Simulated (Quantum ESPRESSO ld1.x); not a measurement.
Values are calculated unless marked as measured or tabulated.
Radial electron density D(r) = 4 pi r^2 rho(r) of an atom or ion with 29 electrons. Level of theory: scalar-relativistic Kohn-Sham, LDA (Slater exchange, Perdew-Zunger correlation), spin-polarised, spherical densities, point nucleus (ld1.x of Quantum ESPRESSO 7.5).

r (bohr),D(r) (e/bohr),spin D(r)
0.006888,8.691,-0.0000128
0.007891,10.65,-0.0000160
0.008969,12.78,-0.0000197
0.01019,15.21,-0.0000243
0.01168,18.08,-0.0000304
0.01327,21.03,-0.0000376
0.01521,24.35,-0.0000471
0.01728,27.51,-0.0000585
0.0198,30.75,-0.0000734
0.02251,33.50,-0.0000906
0.02578,35.86,-0.000111
0.02931,37.34,-0.000130
0.03357,37.97,-0.000140
0.03816,37.60,-0.000119
0.04372,36.29,-0.0000174
0.04969,34.48,0.000242
0.05647,32.55,0.000825
0.0647,30.98,0.00213
0.07354,30.53,0.00454
0.08425,31.57,0.00936
0.09575,33.99,0.0175
0.1097,37.61,0.0324
0.1247,41.08,0.0555
0.1428,43.54,0.0946
0.1624,43.67,0.150
0.186,40.96,0.236
0.2114,36.12,0.345
0.2403,30.25,0.486
0.2753,24.69,0.666
0.3129,21.58,0.854
0.3584,21.14,1.05
0.4074,22.81,1.21
0.4667,25.18,1.32
0.5305,26.34,1.35
0.6078,25.35,1.28
0.6907,22.31,1.14
0.7914,17.69,0.947
0.8994,13.10,0.743
1.03,8.911,0.535
1.171,6.009,0.367
1.331,4.096,0.234
1.525,2.857,0.132
1.733,2.122,0.0690
1.986,1.546,0.0285
2.257,1.089,0.00858
2.586,0.6775,-0.000379
2.939,0.3809,-0.00253
3.367,0.1750,-0.00209
3.827,0.07026,-0.00115
4.384,0.02143,-0.000449
4.983,0.005564,-0.000141
5.709,0.001008,-0.0000305
6.488,0.0001511,-0.00000534

What is the nuclear charge?

Answer. Z = 31. The innermost maximum, from 1s, lies near gamma/Z bohr with gamma = sqrt(1 - (Z/c)^2) = 0.974, here 0.0314 bohr (found: 0.0341), and its height grows with Z. The density is that of the gallium ion Ga2+ in [Ar] 3d(up 5, down 4) 4s2; the configuration itself is not fixed sharply by these data, and Z only to about a unit. D(r) has 3 maxima, at r = 0.0341, 0.154, 0.539 bohr, and minima at 0.0724, 0.342 bohr, inside which lie 2.09, 10.92 electrons.
